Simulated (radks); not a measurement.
The numbers below are computed, except where a source is named.
Question: Successive ionisation energies (eV) of one element, from differences of total energies of ions in their ground configurations, starting at charge 0: 22.456, 43.244, 67.418, 94.643, 124.87, 157.46, 207.81, 238.04, 1209.6, 1348.0. Level of theory: Dirac Kohn-Sham, BLYP, spin-unpolarised, spherical densities, finite nucleus; open shells fill j = l - 1/2 first; Fermi nuclear charge, rms radius 3.0055 fm (a radial shooting solver on a logarithmic mesh with Libxc functionals). Which element is it?

Answer: Neon (Z = 10). The first species listed is Ne in [Ne], the last Ne9+ in 1s1.
